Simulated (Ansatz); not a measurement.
The cluster B₂Sb. Total charge 0; doublet. Geometry r2SCAN-D4/def2-TZVP; atoms count from 1.

Cartesian coordinates in Å:
```
B 0.3324 1.5971 -0.4968
B 0.0371 0.1530 -0.0412
Sb -0.3694 -1.7501 0.5381
```

In the def2 sets Sb takes a core potential; there is no spin–orbit coupling. The charge 0 doublet is spin-contaminated (final ⟨S²⟩ up to 1.68, 0.75 for a pure state). The geometry of the doublet was relaxed on an unsound state (⟨S²⟩ 1.63, where a pure state has 0.75). Another isomer (doublet) lies 0.32 eV lower at PBE0-D4/def2-TZVP; other spin states weren't run for this one.

Q: Estimate the Mulliken populations from the PBE0/def2-TZVP orbitals of Ansatz.

A: 
| atom | charge (e) | spin (α − β) |
| --- | --- | --- |
| B1 | 0.01 | 1.59 |
| B2 | -0.19 | 0.81 |
| Sb3 | 0.18 | -1.40 |
Mulliken values and Mayer orders depend strongly on the basis.

Q: Where does the spin sit?

A: Summed by element: B 2.40, Sb -1.40, of 1 unpaired in all. Largest on single atoms: B1 1.59, Sb3 -1.40, B2 0.81.

Q: And the Mayer bond orders between bonded heavy atoms (over 0.3)?

A: B1–B2 1.74 (1.54 Å); B2–Sb3 1.82 (2.03 Å). Values over 0.3 also appear between atoms too far apart for a bond (B1–Sb3 0.34 at 3.57 Å); they arise where an orbital or an unpaired electron spreads over both atoms.
